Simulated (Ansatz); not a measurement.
Cost and result for the atomization energy of C3H9BO (`CCCBO`) (14 atoms, 13 bonds).

```xyz
14

C     0.946    1.109    1.315
C     0.522   -0.063    0.445
C    -0.647    0.257   -0.477
B    -1.156   -0.894   -1.415
O    -0.606   -2.132   -1.434
H     1.249    1.961    0.699
H     1.785    0.850    1.965
H     0.120    1.441    1.950
H     0.260   -0.909    1.094
H     1.383   -0.392   -0.151
H    -1.508    0.609    0.111
H    -0.401    1.118   -1.115
H    -2.072   -0.728   -2.172
H     0.124   -2.227   -0.814
```

Total charge 0; spin multiplicity 1. Geometry: relaxed with PBE0-D4/def2-TZVP. It is one conformer, not always the lowest. Program: Ansatz. All runs use 4 threads of an Arm Neoverse V1 on a shared host. Times are those of one run each, without the atoms' runs, and a repeat can differ threefold. Electronic energies, without spin–orbit coupling; frozen cores. CCSD(T)/CBS adds CCSD(T) − MP2 in def2-TZVPP to the MP2 limit, and its time is that of the two runs behind it. T1 = 0.011. B3LYP takes the VWN-RPA correlation (the form of Gaussian; ORCA's B3LYP/G).

CCSD(T)/CBS is a level of theory with its own doubt, some kJ/mol a heavy atom from the limit and from the frozen cores, so smaller differences don't rank the functionals.

```tsv
level	functions	wall time	atomization (kJ/mol)	difference from CCSD(T)/CBS	per bond
PBE-D4/def2-TZVPP (with forces)	281	2.8 s	5656.0	98.6	7.6
PBE0-D4/def2-TZVPP	281	3.1 s	5586.8	29.4	2.3
r2SCAN-D4/def2-TZVPP (with forces)	281	5.5 s	5581.8	24.4	1.9
B3LYP-D4/def2-TZVPP (with forces)	281	5.5 s	5569.2	11.8	0.9
B2PLYP/def2-TZVPP	281	6 s	5518.4	-39.0	-3.0
ωB97X-V/def2-TZVPP	281	8.5 s	5565.6	8.2	0.6
ωB97M-V/def2-TZVPP (with forces)	281	12 s	5581.6	24.2	1.9
MP2/def2-QZVPP	555	31 s	5579.2	21.8	1.7
CCSD(T)/def2-TZVPP	281	4.1 min	5441.0	-116.4	-9.0
CCSD(T)/CBS(def2)	–	4.6 min	5557.4	0.0	0.0
```

From PBE to PBE0 (25 % exact exchange), in def2-TZVPP and without D4, the atomization energy moves by −65.6 kJ/mol: exact exchange takes away binding that semilocal exchange gives to molecules. In def2-TZVPP, CCSD(T) changes the Hartree–Fock value by +1213.4 kJ/mol (the triples alone add +63.4 kJ/mol) and MP2 by +1283.1 kJ/mol; breaking electron pairs costs correlation energy, which Hartree–Fock lacks. The D4 term adds +35.3 kJ/mol with B3LYP and +18.6 kJ/mol with PBE0; it sums over pairs of atoms, weighted by their polarisabilities, and B3LYP, whose exchange is more repulsive, gets the larger term.
